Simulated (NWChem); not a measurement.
All runs are NWChem calculations. System: C$_{6}$H$_{4}$Cl, charge 0, spin multiplicity 2, displaced from the optimised geometry. The structure started from a generated list of species. Its SCF solution wasn't tested for a lower state. Level: UBP86/def2-SVP.

Input file:

```
start mol
memory heap 200 mb stack 900 mb global 1100 mb
geometry units angstroms nocenter noautoz
  Cl     0.617590     2.229577     0.000000
  C      0.163845     0.523975     0.000000
  C      1.128993    -0.494716     0.000000
  C      0.853810    -1.869404     0.000000
  C     -0.523933    -2.252185     0.000000
  C     -1.539091    -1.253780     0.000000
  C     -1.209014     0.130379     0.000000
  H      1.665647    -2.634088     0.000000
  H     -0.798816    -3.332634     0.000000
  H     -2.611863    -1.555395     0.000000
  H     -2.001670     0.913692     0.000000
  symmetry group Cs
end
basis spherical
  * library def2-svp
end
dft
  xc becke88 perdew86
  odft
  mult 2
  semidirect memsize 60000000 filesize 0
  iterations 100
  grid fine
end
task dft gradient
```

Output (cleaned and shortened):

```
             Northwest Computational Chemistry Package (NWChem) 7.3.0
             --------------------------------------------------------

                                NWChem Input Module
                                -------------------

 Scaling coordinates for geometry "geometry" by  1.889725989
 (inverse scale =  0.529177249)

 Turning off AUTOSYM since
 SYMMETRY directive was detected!

                             Geometry "geometry" -> ""
                             -------------------------

 Output coordinates in angstroms (scale by  1.889725989 to convert to a.u.)

  No.       Tag          Charge          X              Y              Z
 ---- ---------------- ---------- -------------- -------------- --------------
    1 Cl                  17.0000     0.61759000     2.22957700     0.00000000
    2 C                    6.0000     0.16384500     0.52397500     0.00000000
    3 C                    6.0000     1.12899300    -0.49471600     0.00000000
    4 C                    6.0000     0.85381000    -1.86940400     0.00000000
    5 C                    6.0000    -0.52393300    -2.25218500     0.00000000
    6 C                    6.0000    -1.53909100    -1.25378000     0.00000000
    7 C                    6.0000    -1.20901400     0.13037900     0.00000000
    8 H                    1.0000     1.66564700    -2.63408800     0.00000000
    9 H                    1.0000    -0.79881600    -3.33263400     0.00000000
   10 H                    1.0000    -2.61186300    -1.55539500     0.00000000
   11 H                    1.0000    -2.00167000     0.91369200     0.00000000

 Effective nuclear repulsion energy (a.u.)     297.3918437548

            Nuclear Dipole moment (a.u.)
            ----------------------------
        X                 Y               Z
 ---------------- ---------------- ----------------
    -0.0000226767    -0.0000037795     0.0000000000

      Symmetry information
      --------------------

 Group name             Cs
 Group number              2
 Group order               2
 No. of unique centers    11

      Symmetry unique atoms

     1    2    3    4    5    6    7    8    9   10   11


 Summary of "ao basis" -> "" (spherical)
 ------------------------------------------------------------------------------
       Tag                 Description            Shells   Functions and Types
 ---------------- ------------------------------  ------  ---------------------
 *                          def2-svp                  on all atoms

  perdew86 is a nonlocal functional; adding perdew81 local functional.

                                 NWChem DFT Module
                                 -----------------

 Summary of "ao basis" -> "ao basis" (spherical)
 ------------------------------------------------------------------------------
       Tag                 Description            Shells   Functions and Types
 ---------------- ------------------------------  ------  ---------------------
 Cl                         def2-svp                 8       18   4s3p1d
 C                          def2-svp                 6       14   3s2p1d
 H                          def2-svp                 3        5   2s1p

 Summary of "ao basis" -> "ao basis" (spherical)
 ------------------------------------------------------------------------------
       Tag                 Description            Shells   Functions and Types
 ---------------- ------------------------------  ------  ---------------------
 Cl                         def2-svp                 8       18   4s3p1d
 C                          def2-svp                 6       14   3s2p1d
 H                          def2-svp                 3        5   2s1p

      Symmetry analysis of basis
      --------------------------

        a'         89
        a"         33

            General Information
            -------------------
          SCF calculation type: DFT
          Wavefunction type:  spin polarized.
          No. of atoms     :    11
          No. of electrons :    57
           Alpha electrons :    29
            Beta electrons :    28
          Charge           :     0
          Spin multiplicity:     2
          Use of symmetry is: on ; symmetry adaption is: on
          Maximum number of iterations: 100
          AO basis - number of functions:   122
                     number of shells:    56
          Convergence on energy requested:  1.00D-06
          Convergence on density requested:  1.00D-05
          Convergence on gradient requested:  5.00D-04

              XC Information
              --------------
                    Becke 1988 Exchange Functional  1.000
                Perdew 1981 Correlation Functional  1.000 local
                Perdew 1986 Correlation Functional  1.000 non-local

             Grid Information
             ----------------
          Grid used for XC integration:  fine
          Radial quadrature: Mura-Knowles
          Angular quadrature: Lebedev.
          Tag              B.-S. Rad. Rad. Pts. Rad. Cut. Ang. Pts.
          ---              ---------- --------- --------- ---------
          Cl                  1.00      123          14.0       770
          C                   0.70       70          11.0       590
          H                   0.35       60          13.0       590
          Grid pruning is: on
          Number of quadrature shells:   783
          Spatial weights used:  Erf1

          Convergence Information
          -----------------------
          Convergence aids based upon iterative change in
          total energy or number of iterations.
          Levelshifting, if invoked, occurs when the
[...]
    35      0.533780   3 C  s                36      0.486844   3 C  px
    39      0.286160   3 C  px               63      0.244084   5 C  s
    12      0.215835   1 Cl py               26      0.215009   2 C  py
    91      0.211628   7 C  s                49     -0.194466   4 C  s
    21     -0.166124   2 C  s                34      0.154739   3 C  s

 Vector   30  Occ=0.000000D+00  E=-6.532601D-02  Symmetry=a"
              MO Center= -1.8D-01, -7.8D-01,  6.3D-17, r^2= 3.7D+00
   Bfn.  Coefficient  Atom+Function         Bfn.  Coefficient  Atom+Function
  ----- ------------  ---------------      ----- ------------  ---------------
    97      0.425201   7 C  pz               55      0.403911   4 C  pz
    27     -0.379531   2 C  pz               69     -0.374434   5 C  pz
    94      0.347545   7 C  pz               52      0.342700   4 C  pz
    24     -0.339540   2 C  pz               66     -0.314112   5 C  pz
    13      0.167541   1 Cl pz               10      0.087654   1 Cl pz

 Vector   31  Occ=0.000000D+00  E=-5.010646D-02  Symmetry=a"
              MO Center= -2.9D-01, -9.0D-01, -1.8D-14, r^2= 3.5D+00
   Bfn.  Coefficient  Atom+Function         Bfn.  Coefficient  Atom+Function
  ----- ------------  ---------------      ----- ------------  ---------------
    83      0.497856   6 C  pz               41      0.439039   3 C  pz
    80      0.392002   6 C  pz               38      0.381618   3 C  pz
    69     -0.308937   5 C  pz               97     -0.248258   7 C  pz
    66     -0.245731   5 C  pz               27     -0.217293   2 C  pz
    24     -0.197049   2 C  pz               94     -0.197797   7 C  pz

   alpha - beta orbital overlaps
   -----------------------------

   alpha      1      2      3      4      5      6      7      8      9     10
    beta      1      2      5      3      4      6      7      8      9     10
 overlap   1.000  1.000  0.998  0.998  1.000  1.000  1.000  1.000  1.000  1.000

   alpha     11     12     13     14     15     16     17     18     19     20
    beta     11     12     13     14     15     16     17     18     19     20
 overlap   1.000  0.998  0.997  0.977  0.976  0.991  0.989  0.995  0.998  0.996

   alpha     21     22     23     24     25     26     27     28     29     30
    beta     21     23     22     24     25     26     27     28     29     30
 overlap   1.000  0.988  0.999  0.999  1.000  0.998  0.978  0.979  0.978  0.990

   alpha     31     32     33     34     35     36     37     38     39     40
    beta     31     32     33     34     35     36     37     38     39     40
 overlap   0.986  0.994  1.000  0.999  0.997  0.999  0.999  0.974  0.968  0.989

   alpha     41     42     43     44     45     46     47     48     49     50
    beta     41     42     43     44     45     46     47     48     49     50
 overlap   0.990  0.980  0.776  0.743  0.984  0.964  0.996  0.998  0.999  0.769

   alpha     51     52     53     54     55     56     57     58     59     60
    beta     53     52     51     54     55     56     57     58     59     60
 overlap   0.758  0.869  0.878  0.993  0.949  0.939  0.972  0.956  0.961  0.994

   alpha     61     62     63     64     65     66     67     68     69     70
    beta     61     62     63     64     65     66     67     68     69     70
 overlap   0.990  0.997  0.984  0.971  0.943  0.936  1.000  0.997  1.000  0.994

   alpha     71     72     73     74     75     76     77     78     79     80
    beta     71     72     73     74     75     76     77     78     79     80
 overlap   0.993  0.997  1.000  0.999  0.999  0.999  0.999  1.000  0.999  0.999

   alpha     81     82     83     84     85     86     87     88     89     90
    beta     81     82     83     85     84     86     87     88     89     90
 overlap   0.999  0.999  0.999  0.985  1.000  0.984  0.999  0.991  0.997  0.952

   alpha     91     92     93     94     95     96     97     98     99    100
    beta     91     92     93     94     95     96     97     98     99    100
 overlap   0.917  0.934  0.994  0.986  0.983  0.972  0.994  0.997  0.982  0.969

   alpha    101    102    103    104    105    106    107    108    109    110
    beta    101    102    103    104    105    106    107    108    109    110
 overlap   0.994  0.905  0.910  0.990  0.996  1.000  0.992  0.989  0.989  0.997

   alpha    111    112    113    114    115    116    117    118    119    120
    beta    111    112    113    114    115    116    117    118    119    120
 overlap   0.999  1.000  0.999  1.000  1.000  0.948  0.961  0.969  0.999  0.999

   alpha    121    122
    beta    121    122
 overlap   0.999  1.000

     --------------------------
     Expectation value of S2:
     --------------------------
      <S2> =      0.7570 (Exact =     0.7500)

 center of mass
 --------------
 x =   0.07347299 y =   0.14840008 z =   0.00000000

 moments of inertia (a.u.)
 ------------------
        1152.435660950774        -210.418505512323           0.000000000000
        -210.418505512323         361.206619298400           0.000000000000
           0.000000000000           0.000000000000        1513.642280249173

     Multipole analysis of the density
     ---------------------------------

     L   x y z        total         alpha         beta         nuclear
     -   - - -        -----         -----         ----         -------
     0   0 0 0     -0.000000    -29.000000    -28.000000     57.000000

     1   1 0 0     -0.458161     -1.481948      1.023809     -0.000023
     1   0 1 0     -0.639171      0.074867     -0.714034     -0.000004
     1   0 0 1     -0.000000      0.000000     -0.000000      0.000000

     2   2 0 0    -32.624883   -123.450810   -114.645956    205.471884
     2   1 1 0     -0.694721    -51.576336    -53.451178    104.332794
     2   1 0 1     -0.000000     -0.000000     -0.000000      0.000000
     2   0 2 0    -31.829920   -320.662598   -317.740373    606.573051
     2   0 1 1     -0.000000      0.000000     -0.000000      0.000000
     2   0 0 2    -37.172160    -18.919703    -18.252458      0.000000

            General Information
            -------------------
          SCF calculation type: DFT
          Wavefunction type:  spin polarized.
          No. of atoms     :    11
          No. of electrons :    57
           Alpha electrons :    29
            Beta electrons :    28
          Charge           :     0
          Spin multiplicity:     2
          Use of symmetry is: on ; symmetry adaption is: on
          Maximum number of iterations: 100
          AO basis - number of functions:   122
                     number of shells:    56
          Convergence on energy requested:  1.00D-06
          Convergence on density requested:  1.00D-05
          Convergence on gradient requested:  5.00D-04

              XC Information
              --------------
                    Becke 1988 Exchange Functional  1.000
                Perdew 1981 Correlation Functional  1.000 local
                Perdew 1986 Correlation Functional  1.000 non-local

             Grid Information
             ----------------
          Grid used for XC integration:  fine
          Radial quadrature: Mura-Knowles
          Angular quadrature: Lebedev.
          Tag              B.-S. Rad. Rad. Pts. Rad. Cut. Ang. Pts.
          ---              ---------- --------- --------- ---------
          Cl                  1.00      123          14.0       770
          C                   0.70       70          11.0       590
          H                   0.35       60          13.0       590
          Grid pruning is: on
          Number of quadrature shells:   783
          Spatial weights used:  Erf1

          Convergence Information
          -----------------------
          Convergence aids based upon iterative change in
          total energy or number of iterations.
          Levelshifting, if invoked, occurs when the
          HOMO/LUMO gap drops below (HL_TOL):  1.00D-02
          DIIS, if invoked, will attempt to extrapolate
          using up to (NFOCK): 10 stored Fock matrices.

                    Damping( 0%)  Levelshifting(0.5)       DIIS
                  --------------- ------------------- ---------------
          dE  on:    start            ASAP                start
          dE off:    2 iters        100 iters           100 iters

      Screening Tolerance Information
      -------------------------------
          Density screening/tol_rho:  1.00D-10
          AO Gaussian exp screening on grid/accAOfunc:  14
          CD Gaussian exp screening on grid/accCDfunc:  20
          XC Gaussian exp screening on grid/accXCfunc:  20
          Schwarz screening/accCoul:  1.00D-08

                            NWChem DFT Gradient Module
                            --------------------------

  charge          =   0.00
  wavefunction    = open shell

  Using symmetry

                         DFT ENERGY GRADIENTS

    atom               coordinates                        gradient
                 x          y          z           x          y          z
   1 Cl      1.167076   4.213290   0.000000    0.001725   0.006621   0.000000
   2 C       0.309622   0.990169   0.000000   -0.000116   0.010098   0.000000
   3 C       2.133487  -0.934878   0.000000    0.014185   0.003550   0.000000
   4 C       1.613467  -3.532661   0.000000    0.003251  -0.006959   0.000000
   5 C      -0.990090  -4.256013   0.000000    0.000396  -0.005748   0.000000
   6 C      -2.908460  -2.369301   0.000000   -0.006388  -0.001719   0.000000
   7 C      -2.284705   0.246381   0.000000   -0.002911   0.004221   0.000000
   8 H       3.147616  -4.977705   0.000000    0.006009  -0.005536   0.000000
   9 H      -1.509543  -6.297765   0.000000   -0.002205  -0.007895   0.000000
  10 H      -4.935705  -2.939270   0.000000   -0.008068  -0.002335   0.000000
  11 H      -3.782608   1.726628   0.000000   -0.005878   0.005703   0.000000

                 ----------------------------------------
                 |  Time  |  1-e(secs)   |  2-e(secs)   |
                 ----------------------------------------
                 |  CPU   |       0.02   |       4.05   |
                 ----------------------------------------
                 |  WALL  |       0.02   |       4.05   |
                 ----------------------------------------

 Task  times  cpu:       20.0s     wall:       20.0s

 Total times  cpu:       20.1s     wall:       20.1s
```
